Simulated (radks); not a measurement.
Values are calculated unless marked as measured or tabulated.
Q: Isoelectronic series with 18 electrons, all held in the configuration [Ar], which need not be the ground one along the series. Level of theory: scalar-relativistic Kohn-Sham, LDA (Slater exchange, Perdew-Wang correlation), spin-polarised, spherical densities, finite nucleus; Fermi nuclear charge, rms radius of each element as measured or else 0.836 A^(1/3) + 0.57 fm (a radial shooting solver on a logarithmic mesh with Libxc functionals). Total energies (hartree) and orbital eigenvalues (hartree):

ion    E (hartree)         3p         3s         2p         2s
Ar      -527.80851   -0.38163   -0.89165   -8.44780  -10.87659
K+      -600.39599   -0.91772   -1.51995  -10.51915  -13.17360
Ca2+    -678.01406   -1.58469   -2.28120  -12.86685  -15.75275
Sc3+    -760.66069   -2.37536   -3.16777  -15.48215  -18.60548
Ti4+    -848.33977   -3.28610   -4.17589  -18.36052  -21.72759
V5+     -941.05874   -4.31475   -5.30346  -21.49936  -25.11685
Mn7+   -1141.65722   -6.72083   -7.91242  -28.55264  -32.69297
Fe8+   -1249.56159   -8.09680   -9.39265  -32.46551  -36.87937
Co9+   -1362.55479   -9.58746  -10.98970  -36.63535  -41.33168
Ni10+  -1480.65262  -11.19258  -12.70351  -41.06205  -46.05048
Cu11+  -1603.87116  -12.91201  -14.53416  -45.74562  -51.03652
Zn12+  -1732.22864  -14.74568  -16.48181  -50.68621  -56.29078
Ga13+  -1865.74339  -16.69360  -18.54668  -55.88404  -61.81432
Ge14+  -2004.43503  -18.75579  -20.72908  -61.33941  -67.60835
As15+  -2148.32452  -20.93234  -23.02935  -67.05269  -73.67421
Se16+  -2297.43292  -23.22338  -25.44789  -73.02430  -80.01331
Br17+  -2451.78297  -25.62903  -27.98513  -79.25471  -86.62719
Kr18+  -2611.39790  -28.14947  -30.64156  -85.74444  -93.51748
Rb19+  -2776.30222  -30.78490  -33.41768  -92.49402  -100.6859
Sr20+  -2946.52110  -33.53552  -36.31405  -99.50405  -108.1343

Estimate the row of Cr6+.

A: E (hartree) -1038.82734; 3p -5.45995; 3s -6.54922; 2p -24.89706; 2s -28.77213.
